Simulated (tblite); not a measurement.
Q: Give a GFN2-xTB geometry of `CC#C/C=C/[Si@@H](C#N)C=O`.

A: 
```
atom  x, y, z in Å
C1     4.168   -0.583    0.033
C2     2.783   -0.244   -0.187
C3     1.628    0.039   -0.380
C4     0.280    0.371   -0.595
C5    -0.531    0.820    0.374
Si6   -2.327    1.282    0.120
C7    -2.800    0.752   -1.610
N8    -3.070    0.423   -2.674
C9    -3.412    0.195    1.285
O10   -3.874    0.605    2.317
H11    4.336   -0.816    1.084
H12    4.802    0.258   -0.248
H13    4.443   -1.447   -0.573
H14   -0.081    0.243   -1.609
H15   -0.115    0.929    1.370
H16   -2.651    2.698    0.288
H17   -3.587   -0.864    0.993
```

Orientation and origin are arbitrary. Atoms count from 1 in this order. The 3 C–Si bonds span 1.870 Å (Si6–C7, drawn single) to 1.927 Å (Si6–C9, drawn single), a spread of 0.057 Å. The C–C distances run from 1.205 Å (C2≡C3, drawn triple) to 1.442 Å (C1–C2, drawn single), a spread of 0.237 Å. Of the pairs four or more bonds apart, C7···H14 is among the closest relative to their van der Waals radii: 2.77 Å, 95 % of the sum of Bondi's values. Si6 (SiH silicon) is distorted tetrahedral (angles from 104.9° to 115.8°).

Bonds between heavy atoms (Å): C1–C2 1.442, C2≡C3 1.205, C3–C4 1.405, C4=C5 1.342, C5–Si6 1.872, Si6–C7 1.870, C7≡N8 1.146, Si6–C9 1.927, C9=O10 1.203.

Structure optimised with GFN2-xTB, isolated species.

Point group: C1 (no symmetry element, even within 0.4 Å). Its GFN2-xTB frequencies are all real (lowest 25 cm⁻¹). One conformer, not necessarily the lowest (C4–C5–Si6–C7 9°, C5–Si6–C9–O10 102°).

All values are computed, not measured.
